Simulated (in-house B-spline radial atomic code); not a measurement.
**Ba2+: [Ar] 3d9 4s2 4p6 4d10 5s2 5p6 7s1 (an excited or competing configuration)**

All numbers are computed (Dirac-Hartree-Fock, average of configuration; Fermi nucleus of rms radius 4.8378 fm) with an all-electron radial atomic-structure program (B-spline basis), not measured.

Effective charges: Z_r = [3n² - l(l+1)]/(2<r>) from the radius, Z_e = n√(-2ε) from the energy, and Slater's rules. Values are occupation-weighted means over j. An effective charge above Z reflects the relativistic contraction of the inner shells.

```json
{"shell": "1s", "electrons": "2", "ε (eV)": "-37733", "<r> (bohr)": "0.02558", "Z_r": "58.65", "Z_e": "52.66", "Slater": "55.70"}
{"shell": "2s", "electrons": "2", "ε (eV)": "-6133.7", "<r> (bohr)": "0.1091", "Z_r": "54.99", "Z_e": "42.47", "Slater": "51.85"}
{"shell": "2p", "electrons": "6", "ε (eV)": "-5511.4", "<r> (bohr)": "0.09594", "Z_r": "52.12", "Z_e": "40.25", "Slater": "51.85"}
{"shell": "3s", "electrons": "2", "ε (eV)": "-1382.5", "<r> (bohr)": "0.2887", "Z_r": "46.76", "Z_e": "30.24", "Slater": "44.75"}
{"shell": "3p", "electrons": "6", "ε (eV)": "-1176.4", "<r> (bohr)": "0.2864", "Z_r": "43.64", "Z_e": "27.90", "Slater": "44.75"}
{"shell": "3d", "electrons": "9", "ε (eV)": "-878.46", "<r> (bohr)": "0.2654", "Z_r": "39.56", "Z_e": "24.11", "Slater": "35.20"}
{"shell": "4s", "electrons": "2", "ε (eV)": "-315.39", "<r> (bohr)": "0.6622", "Z_r": "36.24", "Z_e": "19.26", "Slater": "29.10"}
{"shell": "4p", "electrons": "6", "ε (eV)": "-244.86", "<r> (bohr)": "0.6992", "Z_r": "32.89", "Z_e": "16.97", "Slater": "29.10"}
{"shell": "4d", "electrons": "10", "ε (eV)": "-138.09", "<r> (bohr)": "0.7701", "Z_r": "27.27", "Z_e": "12.74", "Slater": "17.85"}
{"shell": "5s", "electrons": "2", "ε (eV)": "-66.483", "<r> (bohr)": "1.577", "Z_r": "23.78", "Z_e": "11.05", "Slater": "11.25"}
{"shell": "5p", "electrons": "6", "ε (eV)": "-45.795", "<r> (bohr)": "1.781", "Z_r": "20.49", "Z_e": "9.17", "Slater": "11.25"}
{"shell": "7s", "electrons": "1", "ε (eV)": "-8.6614", "<r> (bohr)": "7.196", "Z_r": "10.21", "Z_e": "5.59", "Slater": "3.00"}
```

The least bound orbital is 7s1/2 at -8.661 eV, and it is also the most diffuse (<r> = 7.196 bohr). The part-filled 3d shell lies below the filled 5p shell in orbital energy.

Spin-orbit splittings of the orbital energies (j = l + 1/2 above j = l - 1/2 when positive): 2p 383.3 eV, 3p 77 eV, 3d 16.25 eV, 4p 16.75 eV, 4d 2.967 eV, 5p 2.677 eV.

For the 1s electron the small component carries 4.28 % of the norm, the zero-frequency Breit interaction raises the level by 97.92 eV, self-energy by 56.64 eV, and vacuum polarisation lowers it by 8.184 eV.
